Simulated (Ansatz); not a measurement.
System: N-bis(ethenyl)boranyl-N-methylmethanamine, C6H12BN (charge 0, singlet). 
Geometry from a B3LYP-D3(BJ)/def2-TZVP (Ansatz, a quantum-chemistry and plane-wave program) optimisation:
```xyz
20

C      1.9124    -1.7745     1.0886
C      0.6390    -1.5121     0.7846
B      0.1936    -0.2638    -0.0511
C      1.3002     0.4822    -0.8815
C      1.6196     1.7721    -0.7806
N     -1.1468     0.1636    -0.0610
C     -1.6663     1.2295    -0.9039
C     -2.1944    -0.4054     0.7715
H      2.7165    -1.1175     0.7757
H      2.2046    -2.6438     1.6680
H     -0.0958    -2.2282     1.1460
H      1.9289    -0.1262    -1.5307
H      2.4506     2.2104    -1.3231
H      1.0700     2.4476    -0.1325
H     -0.9060     1.5725    -1.5971
H     -2.0028     2.0797    -0.3003
H     -2.5296     0.8694    -1.4739
H     -1.7960    -1.1521     1.4497
H     -2.9751    -0.8667     0.1568
H     -2.6682     0.3787     1.3716
```
Charge 0, spin multiplicity 1.

Dipole moments at this geometry, in debye (magnitudes).

```json
[
 {"level": "SVWN5/def2-TZVPD", "program": "Ansatz", "dipole (D)": "1.59"},
 {"level": "PBE/def2-TZVPD", "program": "Ansatz", "dipole (D)": "1.53"},
 {"level": "BLYP/def2-TZVPD", "program": "Ansatz", "dipole (D)": "1.51"},
 {"level": "revPBE/def2-TZVPD", "program": "Ansatz", "dipole (D)": "…"},
 {"level": "r2SCAN/def2-TZVPD", "program": "Ansatz", "dipole (D)": "1.44"},
 {"level": "PBE0/def2-TZVPD", "program": "Ansatz", "dipole (D)": "1.37"},
 {"level": "BHLYP/def2-TZVPD", "program": "Ansatz", "dipole (D)": "1.22"},
 {"level": "r2SCAN0/def2-TZVPD", "program": "Ansatz", "dipole (D)": "1.32"},
 {"level": "wB97M-V/def2-TZVPD", "program": "Ansatz", "dipole (D)": "1.31"},
 {"level": "CCSD(T)/aug-cc-pVDZ", "program": "Ansatz", "dipole (D)": "…"}
]
```

Question: Some entries are withheld; supply them.

Answer: 
- revPBE/def2-TZVPD, dipole (D): 1.51
- CCSD(T)/aug-cc-pVDZ, dipole (D): 1.52
